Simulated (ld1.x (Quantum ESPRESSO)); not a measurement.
**Before and after: TM potential for Rb**

- Element: Rb
- Generator: ld1.x (Quantum ESPRESSO) 7.5
- Type: norm-conserving Troullier–Martins (Kleinman–Bylander form)
- Functional: PBE
- Relativity: scalar-relativistic
- Frozen core: [Ar] 3d10 4s2
- Valence charge: 7
- Reference configuration: 4p6 5s1 5p0
- Partial waves: 5s (bound): rc 4.20 bohr; 4d channel at -0.15 Ry: rc 3.95 bohr; 4p (bound): rc 2.15 bohr
- Local potential: the p channel
- Core correction: a·sin(br)/r model core, default radius (core density twice the valence density)

Change: fully relativistic.

Cutoffs: the cutoffs (Ry, on a coarse ladder) from which the occupation-weighted sum of valence levels, in a spherical-Bessel basis at the reference potential, stays within 10 and 1 mRy of its value at 400 Ry; they do not see the model core or the augmentation charge, which bear on the density cutoff. Errors are all-electron minus pseudo energies relative to the spin-unpolarised reference configuration.

**Question.** What does the change do?

**Answer.** The potential gets neither clearly harder nor softer (15 Ry and 30 Ry → 15 Ry and 30 Ry); both files keep a bound ghost (d, s); the miss of the reference levels goes from 0.00 to 0.59 eV; the errors of the 3 common tests hardly move. In the changed file the local p channel has no projectors, so it cannot carry the spin–orbit splitting, and the file is wrong for that shell.

```tsv
quantity	base	changed
cutoff, loose	15 Ry	15 Ry
cutoff, tight	30 Ry	30 Ry
bound ghosts	d, s	d5/2, d3/2, s
largest miss of a reference level, eV	0.00	0.59
tests counted (converged, no solver errors)	3 of 4	3 of 4
error for 4p6 5s0 5p0, meV [ΔE 4.15 eV]	-0.8	-0.7
error for 4p6 5s0.5 5p0, meV [ΔE 1.58 eV]	-0.1	0.0
error for 4p6 5s0 5p1, meV [ΔE 1.52 eV]	+5.9	+5.8
s: phases at 4.57 bohr within 0.05 rad from the reference energy up to (Ry; the scan ends near 5)	1.1	1.1
```

Base: Tests not counted: 4p5 5s1 5p0 (solver errors, printed error +116 meV). Changed file: Tests not counted: 4p5 5s1 5p0 (solver errors, printed error -2.6 eV). A true bound ghost makes a file unfit for plane-wave use even where its test errors are small: the radial tests pick states by their node count and pass the ghost by. Where a test does run into it, the solver fails or the error is huge.
